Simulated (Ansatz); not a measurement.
```yaml
crystal:
  periodic: [false, false, false]
  atoms:
    - {symbol: O, position_ang: [-0.697379, -2.885694, -0.101437]}
    - {symbol: C, position_ang: [-0.270156, -1.903812, -0.328592]}
    - {symbol: N, position_ang: [0.806857, -0.907714, -0.103538]}
    - {symbol: Sn, position_ang: [0.103425, 0.974818, 0.080155]}
    - {symbol: F, position_ang: [-0.821795, 1.426733, -1.345177]}
    - {symbol: F, position_ang: [-0.661901, 1.347379, 1.637432]}
    - {symbol: H, position_ang: [1.590082, 2.058623, -0.109451]}
basis:
  gaussian: {orbitals: def2-TZVPP}
magnetization: {spin_polarized: true, initial_magnetization: 0}
hamiltonian: {xc: {name: B3LYP5}}
relax: {f_tol: 0.0001, max_steps: 1}
```

```sh
$ ansatz run in.yaml --threads 2 --pin off --events-out ev --progress --plain --max-ram 31744MiB --backend cuda --devices 0, --max-vram 18GiB
```

**Question.** How does Ansatz answer? (Estimate.)

**Answer.** Ansatz gave: No converged result was reached.
```
Functional definition: B3LYP5
1289 factors; their error is unknown
mean field evaluation 1: about -15843.8946 eV, gradient 5.7e1 eV
mean field evaluation 2: about -15813.4903 eV, gradient 1.0e2 eV
mean field evaluation 4: about -15853.9282 eV, gradient 9.7e0 eV
mean field evaluation 8: about -15854.2560 eV, gradient 7.7e-2 eV
mean field evaluation 16: about -15854.3393 eV, gradient 2.7e-4 eV
mean field -15854.33925215 eV, -582.6362210594 hartree, gradient 2.5e-5 eV, S^2 0.000000; 0 other end points of the search recorded, 0 dependent functions left out
reference -15854.33951626 eV, -582.6362307653 hartree; 31, 31 occupied and 188, 188 virtual orbitals, 1289 factors
relax step   1: F+E_penalty+E_count = -15854.33925215 eV  Δ(F+E_penalty+E_count) = +0.000e0 eV  max|allowed force component| = 1.019e1 eV/Å  Δτ_max = 0.0000 Å  (38 SCF iters, accepted)
Error: geometry relaxation did not converge after 1 steps: max|allowed force component| = 1.02e1 eV/Å (threshold 1.0e-4). Raise `relax.max_steps` over both its present limit and 1, loosen `relax.f_tol`, or start from a geometry closer to equilibrium. Where this run's directory can be resumed (`checkpoint.write`), a resume goes on for up to `relax.max_steps` more
```

B3LYP here is the variant with VWN-RPA as its local correlation; programs differ in this.
